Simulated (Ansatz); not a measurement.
System: CH₃Si, charge 1, singlet. CH3Si+ (parent SMILES C[Si], singlet).
B3LYP-D3(BJ)/def2-TZVP minimum from Ansatz (a first-principles code):
```xyz
5

C     -1.0493    -0.0100    -0.0408
Si     0.7595     0.0072     0.0295
H     -1.4073    -0.6121    -0.8909
H     -1.4513     1.0090    -0.1568
H     -1.4778    -0.4382     0.8792
```
Charge +1, spin multiplicity 1.

Hartree-Fock and MP2 correlation energies in hartree (Ansatz). Open shells are spin-unrestricted; no spin-orbit coupling. Correlated methods leave the cores frozen. No relativity. The spin of CH3Si+ (parent SMILES C[Si], singlet) was assumed, and the state is the lowest solution found for it.

```
basis        X       E(HF)  E(corr, MP2)
-----------  -  ----------  ------------
cc-pV(T+d)Z  3  -328.25676      -0.24777
cc-pV(Q+d)Z  4  -328.26162      -0.26349
cc-pV(5+d)Z  5  -328.26274      withheld
```

### Question
Fit E(corr) = E∞ + A/X³ to X = 3 and 4, predict X = 5, and compare with the run.

### Answer
A = (-0.24777 - (-0.26349))/(1/27 - 1/64) = 0.7342; E∞ = -0.26349 - A/64 = -0.27496; at X = 5, E∞ + A/125 = -0.26909. The run gave -0.26974, 0.65 mEh below the prediction. The same form on X = 4 and 5 gives E∞ = -0.27630, 1.34 mEh below the first estimate.
